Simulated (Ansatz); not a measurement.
Start from `C1O[SiH2][SiH2]1` and change one atom or group to get `[SiH3][SiH]1CO[SiH2]1`.

Ansatz, PBE0-D4/def2-TZVP geometries, multiplicity 1. 

```json
{"property": "HOMO energy (PBE0/def2-TZVPP) / eV", "`C1O[SiH2][SiH2]1`": "-7.71"}
{"property": "HOMO energy (PBE/def2-TZVPP) / eV", "`C1O[SiH2][SiH2]1`": "-6.56"}
{"property": "HOMO–LUMO gap (B3LYP/def2-TZVPP) / eV", "`C1O[SiH2][SiH2]1`": "6.93"}
{"property": "HOMO–LUMO gap (PBE/def2-TZVPP) / eV", "`C1O[SiH2][SiH2]1`": "5.28"}
{"property": "LUMO energy (PBE0/def2-TZVPP) / eV", "`C1O[SiH2][SiH2]1`": "-0.41"}
{"property": "size of the dipole moment (PBE/def2-TZVPP) / D", "`C1O[SiH2][SiH2]1`": "1.15"}
```

What does the change do to each property? (Estimate.)

Computed: 
```
                                      property  `[SiH3][SiH]1CO[SiH2]1`  shift
            HOMO energy (PBE0/def2-TZVPP) / eV                    -7.53   0.18
             HOMO energy (PBE/def2-TZVPP) / eV                    -6.38   0.18
         HOMO–LUMO gap (B3LYP/def2-TZVPP) / eV                     6.51  -0.42
           HOMO–LUMO gap (PBE/def2-TZVPP) / eV                     4.89  -0.39
            LUMO energy (PBE0/def2-TZVPP) / eV                    -0.66  -0.25
size of the dipole moment (PBE/def2-TZVPP) / D                     1.12  -0.03
```

With PBE0 the HOMO rises by 0.18 eV and the LUMO falls by 0.25 eV, so the gap narrows by about 0.43 eV. PBE moves the HOMO by 0.18 eV and ωB97M-V by 0.23 eV. Dipoles are sizes alone; their direction can turn.

B3LYP here is the variant with VWN-RPA as its local correlation; programs differ in this.
